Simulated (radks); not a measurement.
Question: These are the eigenvalues of the occupied orbitals of an atom or ion with whole-number occupations (hartree). Calculated with a radial shooting solver on a logarithmic mesh with Libxc functionals: Dirac Kohn-Sham, PW91, spin-unpolarised, spherical densities, finite nucleus; Fermi nuclear charge, rms radius of each element as measured or else 0.836 A^(1/3) + 0.57 fm.

orbital  eigenvalue
1s1/2     -490.0442
2s1/2     -64.36812
2p1/2     -58.04408
2p3/2     -56.29715
3s1/2      -9.43623
3p1/2      -7.23640
3p3/2      -6.98471
3d3/2      -3.16645
3d5/2      -3.12638
4s1/2      -1.32396
4p1/2      -0.83894
4p3/2      -0.81496
5s1/2      -0.27858

Which element is it, and in what charge state? The configuration may be excited. Open shells, if any, are shared by 2j + 1.

Answer: Z = 35, bromine, charge +1: Br+ in [Ar] 3d10 4s1 4p4 5s1. The list shows which subshells hold electrons but not how many an open one holds; the 1s level, -490.04 hartree, gives Z - s = 31.3 by -(Z - s)^2/2, which with screening and relativity narrows Z to a few neighbours, and the depths of the outer levels then fix element, charge and occupations together.
